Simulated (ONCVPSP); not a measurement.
Potentials for Sr (Z = 38) compared

Generated with ld1.x 7.5 (TM, RRKJ, ultrasoft, PAW), atompaw 4.2 or ONCVPSP 4.0.1. The cutoff is in Ry: for ld1.x and atompaw files where the sum of valence levels is converged to 10 mRy in a Bessel basis, for ONCV files where the hardest occupied wave has 1 mHa per electron of residual kinetic energy. The error is the largest all-electron minus pseudo excitation energy over each file’s own four to seven test configurations (ionisations up to +4, promotions, holes and added fractions of an electron), all of which were solved. The labels leave out finer settings (local radius, basis sizes, second energies), which also bear on the numbers. Spin-polarised tests are not counted. The rows are a selection from randomly drawn settings: files with unsolved tests, undetermined cutoffs or missed reference levels are left out.

```tsv
potential	cutoff (Ry)	largest error (meV)	bound ghosts
ONCV, PBE, scalar-relativistic, rc 2.50/2.10/2.00 (spd), local smoothed, core correction yes, reference 4s2 4p6 5s2, qcut 5.9/6.3/4.7, projectors 2/2/1	18	-6.9	none
ONCV, PBEsol, fully relativistic, rc 1.90/1.90/1.95 (spd), local smoothed, core correction yes, reference 4s2 4p6, qcut 4.8/6.2/5.5, projectors 2/1/1	24	+12	none
ONCV, PBE, scalar-relativistic, rc 2.35/1.40/1.90 (spd), local smoothed, core correction yes, reference 4s2 4p6 5s2, qcut 6.5/6.2/5, projectors 2/1/1	37	-3.3	none
ONCV, PBE, scalar-relativistic, rc 2.05/2.45/2.05 (spd), local smoothed, core correction yes, reference 4s2 4p6 5s2, qcut 7.7/6/4.2, projectors 2/3/2	31	-6.6	none
```

Fill in the row for Sr: ONCV, PBE, fully relativistic, rc 2.00/1.50/2.10 (spd), local smoothed, core correction yes, reference 4s2 4p6 5s2, qcut 6.7/4.3/4.1, projectors 3/2/3.

cutoff 48 Ry, largest error +2.1 meV, bound ghosts: none.

Fill in the row for Sr: ONCV, PBEsol, scalar-relativistic, rc 1.85/2.95/2.55 (spd), local smoothed, core correction yes, reference 4s2 4p6 5s1 5p1, qcut 7.6/4.6/3.8, projectors 2/3/2.

cutoff 35 Ry, largest error -28 meV, bound ghosts: none.

Fill in the row for Sr: ONCV, PBEsol, scalar-relativistic, rc 2.30/1.85/1.90 (spd), local smoothed, core correction yes, reference 4s2 4p6 5s1.5, qcut 5/5.9/5, projectors 2/3/2.

cutoff 16 Ry, largest error -2.7 meV, bound ghosts: none.
